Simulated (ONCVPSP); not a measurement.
# u(r) = r·R(r): atom against pseudo-atom (Cr)

Columns: radius, all-electron u(r) and pseudo u(r) of the 3d shell (level -6.27 eV) of chromium in the configuration [Ne] 3s2 3p6 3d5 4s0.5; PW91, scalar-relativistic, ONCV scheme, ONCVPSP 4.0.1.

```
r (bohr)  all-electron  pseudo
   0.108        0.0545  0.0048
   0.215        0.2211  0.0359
   0.322        0.4137  0.1108
   0.430        0.5778  0.2341
   0.538        0.6951  0.3935
   0.645        0.7670  0.5640
   0.752        0.8016  0.7203
   0.860        0.8088  0.8402
   0.968        0.7971  0.9084
   1.075        0.7738  0.9234
   1.182        0.7436  0.8949
   1.290        0.7095  0.8371
   1.398        0.6738  0.7663
   1.505        0.6382  0.6963
   1.612        0.6033  0.6344
   1.720        0.5692  0.5827
   1.828        0.5365  0.5409
   1.935        0.5057  0.5066
   2.042        0.4766  0.4766
   2.150        0.4488  0.4488
   2.258        0.4226  0.4226
   2.365        0.3981  0.3981
   2.472        0.3751  0.3751
   2.580        0.3531  0.3531
   2.688        0.3325  0.3325
   2.795        0.3132  0.3132
```

Task: How many radial nodes do the two functions have?

Result: The all-electron 3d function has n − l − 1 = 0; the pseudo-wave has 0.

Task: At about which radius was the pseudo-wave matched?

Result: 2.15 bohr. The columns agree to 0.0005 from 2.04 bohr on; several derivatives are matched, so the curves merge somewhat inside the radius.

Task: Is the pseudo-wave norm-conserving?

Result: Yes: the ONCV scheme keeps the norm inside the radius equal to the all-electron one, which fixes the energy derivative of the logarithmic derivative at the level.
